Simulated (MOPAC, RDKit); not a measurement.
Complex: CH2O (SMILES C=O) (first 4 atoms) with C2H3N (SMILES CC#N); geometry from B3LYP-D3(BJ)/def2-TZVP, rigid monomers moved along the line of their centres of mass till O2···H10 is 4.33 Å.
(charge 0, multiplicity 1):
```xyz
10

C     -0.46931    -0.45528     0.16497
O      0.66486    -0.05572     0.13569
H     -0.71022    -1.52942     0.25604
H     -1.33383     0.22935     0.10211
C      1.16213     0.56428     5.32227
C     -0.20263     0.07639     5.23696
N     -1.27943    -0.31222     5.12676
H      1.18243     1.55178     5.78344
H      1.77081    -0.11752     5.91635
H      1.57574     0.62961     4.31434
```

Counterpoise-corrected where a basis set is named; no monomer relaxation. RDKit's UFF carries no charges.

The state that PM3, PM7 reach isn't checked; PM7 holds dispersion and hydrogen-bond terms.

Codes used: MOPAC for PM3, PM7 (differences of heats of formation); RDKit for the force fields. Values without a source in brackets are computed.

Question: One of these levels gives -25.2 meV for the interaction energy. Name it.
(A) PM7
(B) UFF
(C) PM3

Answer: C, PM3. The others give -9.7 (UFF), -53.3 (PM7)
